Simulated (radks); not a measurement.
Problem. Cr I, configuration [Ne] 3s2 3p5.75 3d5 4s1 4f0.25 (fractional occupations, a model configuration). Method: scalar-relativistic Kohn-Sham, LDA (Slater exchange, Perdew-Wang correlation), spin-unpolarised, spherical densities, point nucleus; computed with a radial shooting solver on a logarithmic mesh with Libxc functionals. Some entries of the table are withheld. Estimate them.

orbital,occ.,eigenvalue (hartree),<r> (bohr)
1s,2,-215.7276,0.06367
2s,2,-24.56367,0.2938
2p,6,-20.70129,0.2602
3s,2,-2.80064,0.9022
3p,5.75,-1.76260,(1)
4s,1,-0.20879,(2)
3d,5,-0.20075,1.419
4f,0.25,(3),39.57

Solution. 
(1) 3p <r> (bohr): 0.9643
(2) 4s <r> (bohr): 3.236
(3) 4f eigenvalue (hartree): -0.00672
